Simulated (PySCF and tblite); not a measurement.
Results of a calculation; reference values are marked as such.
System: C6H6O3, numbered as in [CH3:1][CH2:2][C:3](=[O:4])[C:5]#[C:6][C:7](=[O:8])[OH:9].

Motion: shift of H on O9 from O9 to O8. GFN2-xTB gives an electronic barrier of 34.6 kcal/mol.

Tunnelling of the moving H, left out here, will speed the real process. In real samples such hydrogens mostly exchange between molecules or through solvent, far faster than by this path.

PBE0/pcSseg-1 + D3(BJ) on PBE0-D3(BJ)/def2-SVP geometries gives 33.8 kcal/mol and k(298 K) = 1.5×10⁻¹⁰ s⁻¹.

Q: What does BP86/pcSseg-1 + D3(BJ) give on PBE0-D3(BJ)/def2-SVP geometries?

A: A barrier of 29.4 kcal/mol, 4.4 below the first DFT barrier (from unrounded values) and, with GFN2-xTB thermal terms, ΔG‡(298 K) = 26.5 kcal/mol and k = 2.3×10⁻⁷ s⁻¹ (1 equivalent path).

Programs: tblite and PySCF.
